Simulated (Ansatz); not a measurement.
`[F][Ge][O][SiH3]` + `Cl[Si]Cl` → `[SiH3][O][Ge][Cl]` + `F[Si]Cl` at 700 K and 1 bar (redistribution).

Gas-phase electronic energies from Ansatz, PBE0-D4/def2-TZVP geometries. CCSD(T)/CBS adds triple-zeta CCSD(T) − MP2 to the extrapolated MP2 energy (def2 sets, frozen cores). This one scheme is used for every species. For Ge outer-core shells are correlated without core-valence functions, which leaves a few kJ/mol of doubt a bond. Scalar relativity is left out up to krypton. Each species was taken in one conformer, which may not be the lowest.

| species | CCSD(T)/CBS energy (Eh) | H − E (kJ/mol) | S (J/(mol·K)) |
| --- | --- | --- | --- |
| `[F][Ge][O][SiH3]` | -2542.06230 | 144.9 | 435.6 |
| `Cl[Si]Cl` | -1208.69388 | 41.9 | 328.3 |
| `[SiH3][O][Ge][Cl]` | -2902.05095 | 144.3 | 444.8 |
| `F[Si]Cl` | -848.72390 | 42.9 | 319.9 |

H − E and S are ideal-gas, rigid-rotor, harmonic terms from PBE0-D4/def2-TZVP, for one conformer and one mirror image of each species. 1 Eh = 2625.50 kJ/mol, R = 8.31446 J/(mol·K).

Q: By hand: ΔE, ΔH, ΔS and ΔG.

A: ΔE = (-2902.05095) + (-848.72390) − (-2542.06230) − (-1208.69388) = -0.01867 Eh = -49.0 kJ/mol. Δ(H − E) = 144.3 + 42.9 − 144.9 − 41.9 = 0.4, so ΔH = -48.6 kJ/mol. ΔS = 444.8 + 319.9 − 435.6 − 328.3 = 0.8 J/(mol·K). ΔG = -48.6 − 700 × (0.8)/1000 = -49.2 kJ/mol.

Q: By hand: the equilibrium constant, and the temperature at which ΔG would vanish if ΔH and ΔS stayed fixed.

A: log₁₀ K = −ΔG/(RT ln 10) = 3.7. ΔH and −TΔS have one sign here, so there is no such temperature.

The number of gas molecules stays the same, so ΔS is small and ΔH decides. A doubt of 5 kJ/mol in ΔE shifts log₁₀ K by 0.4 here. Other conformers and mirror images would add mixing entropy, several J/(mol·K) or more a flexible species. These are equilibria of isolated gas molecules and say nothing of rates. Largest T1 diagnostic: 0.015 (customary marks: 0.02 for closed shells, 0.045 for open ones).

ΔS is within the doubt of such terms, so its sign, and with it that verdict, could turn.
